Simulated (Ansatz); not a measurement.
`CCC(C)(CC(C)(CC(C)(C)C(=O)OCc1ccccc1)C(=O)OC(C)(C)C)C(=O)OCC1CO1` with charge +1. Total charge 1; doublet. Geometry PBE-D4/def2-SVP, that of the neutral singlet; atoms count from 1.

Cartesian coordinates in Å:
```
C 4.286 -3.012 1.615
C 3.183 -1.951 1.560
C 2.405 -1.875 0.214
C 3.328 -1.475 -0.948
C 1.119 -0.984 0.332
C 1.174 0.562 0.292
C 2.288 1.165 1.177
C -0.156 1.172 0.864
C -1.583 0.763 0.377
C -1.771 0.878 -1.142
C -2.043 -0.632 0.865
C -2.517 1.797 1.037
O -3.193 2.617 0.444
O -2.490 1.689 2.390
C -3.367 2.579 3.130
C -4.746 1.987 3.288
C -5.749 2.231 2.328
C -7.017 1.648 2.464
C -7.298 0.813 3.558
C -6.304 0.562 4.517
C -5.036 1.146 4.381
C 1.352 1.046 -1.165
O 1.189 0.355 -2.157
O 1.687 2.353 -1.191
C 1.915 3.079 -2.457
C 0.620 3.122 -3.275
C 2.303 4.479 -1.975
C 3.068 2.428 -3.229
C 1.799 -3.274 0.005
O 1.124 -3.860 0.833
O 2.058 -3.789 -1.223
C 1.477 -5.076 -1.494
C 1.833 -5.436 -2.913
C 0.936 -5.092 -4.031
O 1.001 -6.425 -3.519
H 4.779 -3.008 2.609
H 5.076 -2.838 0.858
H 3.882 -4.033 1.458
H 3.623 -0.959 1.775
H 2.444 -2.155 2.364
H 2.774 -1.426 -1.901
H 3.779 -0.480 -0.763
H 4.154 -2.202 -1.067
H 0.440 -1.287 -0.490
H 0.621 -1.288 1.273
H 2.206 0.769 2.209
H 3.300 0.932 0.794
H 2.196 2.266 1.218
H -0.128 1.008 1.961
H -0.062 2.270 0.719
H -2.838 0.742 -1.405
H -1.174 0.116 -1.676
H -1.472 1.878 -1.511
H -3.133 -0.753 0.696
H -1.854 -0.766 1.948
H -1.532 -1.443 0.315
H -2.871 2.700 4.112
H -3.408 3.554 2.606
H -5.515 2.871 1.464
H -7.794 1.848 1.709
H -8.294 0.358 3.663
H -6.519 -0.089 5.378
H -4.257 0.950 5.136
H 0.775 3.745 -4.179
H 0.315 2.108 -3.593
H -0.199 3.577 -2.683
H 3.218 4.438 -1.352
H 2.497 5.141 -2.842
H 1.488 4.923 -1.370
H 2.793 1.419 -3.584
H 3.968 2.350 -2.585
H 3.328 3.056 -4.105
H 1.869 -5.822 -0.769
H 0.375 -5.041 -1.361
H 2.918 -5.536 -3.120
H 0.000 -4.538 -3.820
H 1.358 -4.941 -5.042
```

Single mean-field runs in def2-SVP are fitted with def2-universal-jkfit.

(1) Estimate the Mulliken populations of the heavy atoms from the PBE0/def2-SVP orbitals of Ansatz.

(2) Where does the spin sit?

(3) And the Mayer bond orders between bonded heavy atoms (over 0.3)?

Results:

(1) 
| atom | charge (e) | spin (α − β) |
| --- | --- | --- |
| C1 | -0.08 | 0.00 |
| C2 | -0.04 | 0.00 |
| C3 | -0.44 | 0.03 |
| C4 | 0.06 | 0.00 |
| C5 | 0.10 | 0.01 |
| C6 | -0.39 | 0.03 |
| C7 | 0.02 | 0.00 |
| C8 | 0.07 | 0.01 |
| C9 | -0.45 | 0.02 |
| C10 | 0.04 | 0.00 |
| C11 | 0.02 | 0.00 |
| C12 | 0.33 | -0.01 |
| O13 | -0.20 | 0.11 |
| O14 | -0.34 | 0.02 |
| C15 | 0.25 | -0.02 |
| C16 | -0.12 | 0.21 |
| C17 | 0.02 | 0.06 |
| C18 | -0.02 | -0.05 |
| C19 | 0.03 | 0.21 |
| C20 | 0.00 | 0.05 |
| C21 | 0.00 | -0.03 |
| C22 | 0.35 | -0.01 |
| O23 | -0.23 | 0.10 |
| O24 | -0.34 | 0.01 |
| C25 | -0.17 | 0.00 |
| C26 | -0.03 | 0.00 |
| C27 | -0.01 | 0.00 |
| C28 | -0.02 | 0.00 |
| C29 | 0.34 | -0.01 |
| O30 | -0.22 | 0.13 |
| O31 | -0.33 | 0.02 |
| C32 | 0.22 | 0.00 |
| C33 | -0.04 | 0.00 |
| C34 | 0.12 | 0.00 |
| O35 | -0.30 | 0.08 |
Mulliken values and Mayer orders depend strongly on the basis.

(2) Summed by element: C 0.50, O 0.47, H 0.03, of 1 unpaired in all. Largest on single atoms: C16 0.21, C19 0.21, O30 0.13.

(3) C1–C2 1.09 (1.53 Å); C2–C3 1.00 (1.56 Å); C3–C4 1.05 (1.54 Å); C3–C5 0.98 (1.57 Å); C3–C29 0.86 (1.54 Å); C5–C6 1.01 (1.55 Å); C6–C7 1.04 (1.55 Å); C6–C8 1.00 (1.57 Å); C6–C22 0.87 (1.55 Å); C8–C9 0.97 (1.56 Å); C9–C10 1.06 (1.53 Å); C9–C11 1.01 (1.55 Å); C9–C12 0.87 (1.54 Å); C12–O13 2.00 (1.22 Å); C12–O14 1.15 (1.36 Å); O14–C15 0.89 (1.45 Å); C15–C16 1.05 (1.51 Å); C16–C17 1.29 (1.41 Å); C16–C21 1.32 (1.41 Å); C17–C18 1.44 (1.40 Å); C18–C19 1.34 (1.40 Å); C19–C20 1.29 (1.40 Å); C20–C21 1.45 (1.40 Å); C22–O23 1.91 (1.22 Å); C22–O24 1.21 (1.35 Å); O24–C25 0.78 (1.48 Å); C25–C26 1.05 (1.53 Å); C25–C27 1.05 (1.53 Å); C25–C28 1.05 (1.53 Å); C29–O30 1.97 (1.22 Å); C29–O31 1.19 (1.36 Å); O31–C32 0.87 (1.44 Å); C32–C33 1.02 (1.51 Å); C33–C34 1.07 (1.47 Å); C33–O35 0.95 (1.43 Å); C34–O35 0.96 (1.43 Å).
